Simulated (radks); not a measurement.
Ionisation of the arsenic ion As3+, [Ar] 3d10 4s2, to [Ar] 3d10 4s1 as the strength of local exchange is varied. Calculated with a radial shooting solver on a logarithmic mesh with Libxc functionals: scalar-relativistic Kohn-Sham, Slater X-alpha exchange (alpha = 2/3 is LDA exchange), no correlation, spin-unpolarised, spherical densities, point nucleus.

| alpha | E(As3+) (hartree) | exchange (hartree) | IE (eV) | -e of the level emptied (eV) | <r> of it (bohr) |
|---|---|---|---|---|---|
| 0.667 | -2252.93051 | -76.76232 | 49.699 | 43.445 (4s) | 1.747 |
| 0.704 | -2257.19673 | -81.16716 | 50.252 | 43.995 (4s) | 1.738 |
| 0.705 | -2257.31214 | -81.28643 | 50.267 | 44.010 (4s) | 1.738 |
| 0.85 | -2274.10624 | -98.69804 | 52.459 | 46.197 (4s) | 1.704 |
| 0.882 | -2277.82847 | -102.57227 | 52.947 | 46.685 (4s) | 1.697 |
| 0.957 | -2286.57499 | -111.69732 | 54.100 | 47.839 (4s) | 1.681 |
| 1 | -2291.60393 | -116.95732 | 54.765 | 48.506 (4s) | 1.671 |

NIST Atomic Spectra Database: 50.2 eV (measured). The Delta-SCF value meets it near alpha = 0.70. Spin polarisation and multiplet splitting are left out, so open shells lie too high by an amount that depends on their filling.

Beside tabulated values, note that spin-unpolarised runs miss the spin-polarisation part of the exchange energy of open shells.
